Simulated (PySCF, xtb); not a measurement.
AlClH₄OSi, SMILES [OH][Al]([SiH3])[Cl]. One conformer was computed; it need not be the lowest.

Harmonic wavenumbers (cm⁻¹) from GFN2-xTB run with xtb 6.7.1 at its own minimum, in rising order: 35, 86, 153, 160, 362, 381, 403, 433, 520, 581, 785, 811, 819, 869, 2151, 2155, 2158, 3752.

**Question.** What does PySCF 2.14.0 with r2SCAN-D4/def2-SVP give at its own minimum? (Estimate from the structure and the level; the computed values follow.)

**Answer.** 40, 100, 176, 185, 355, 387, 459, 463, 511, 585, 843, 890, 930, 931, 2202, 2209, 2221, 3927. Paired by order, the mean absolute difference is 46 cm⁻¹ and the zero-point energies are 23.8 and 24.9 kcal/mol.
